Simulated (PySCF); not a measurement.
C2H3Cl2FSi. Atoms are numbered in the order given.

```xyz
9

F      0.4509     2.1306    -1.0213
C      0.5377     0.9770    -0.3416
C      1.6490     0.2473    -0.4924
Cl     1.8608    -1.2572     0.3067
Si    -0.9500     0.5491     0.7392
Cl    -2.1015    -0.8952    -0.1861
H      2.4734     0.5636    -1.1371
H     -0.5041     0.0293     2.0562
H     -1.7548     1.7900     0.8777
```
Charge 0, spin multiplicity 1.

Geometry: PBE0-D3(BJ)/def2-SVP. The structure was generated by enumeration; whether it is a known compound was not checked. The values are those of a single conformer.

Level of theory: PySCF with PBE/def2-TZVP.

ESP charges are fitted to the potential on shells at 1.4 to 2.0 van der Waals radii. Atomic charges (e):

```
atom    IAO      Löwdin  ESP fit
----  -----  ----------  -------
F1    -0.24  (withheld)    -0.16
C2    -0.01       -0.47     0.30
C3    -0.21       -0.48    -0.40
Cl4    0.03  (withheld)     0.02
Si5    0.75  (withheld)     0.05
Cl6   -0.29        0.23    -0.10
H7     0.18  (withheld)     0.25
H8    -0.10       -0.02     0.02
H9    -0.10       -0.02     0.02
```

Problem. Some entries are withheld; supply them. (The exact figures need the calculation; the answer reports its results.)

Solution. 
- F1, Löwdin: 0.21
- Cl4, Löwdin: 0.42
- Si5, Löwdin: -0.02
- H7, Löwdin: 0.13

Problem. Give the Mayer and Wiberg (Löwdin basis) orders of the bonds. (An estimate is asked for; the answer gives what the named calculation found.)

Solution. 
```tsv
bond	Mayer	Wiberg
F1–C2	1.03	1.74
C2–C3	1.76	2.03
C3–Cl4	1.14	1.75
C2–Si5	0.97	1.08
Si5–Cl6	1.19	1.85
C3–H7	0.93	0.86
Si5–H8	0.92	0.93
Si5–H9	0.93	0.93
```
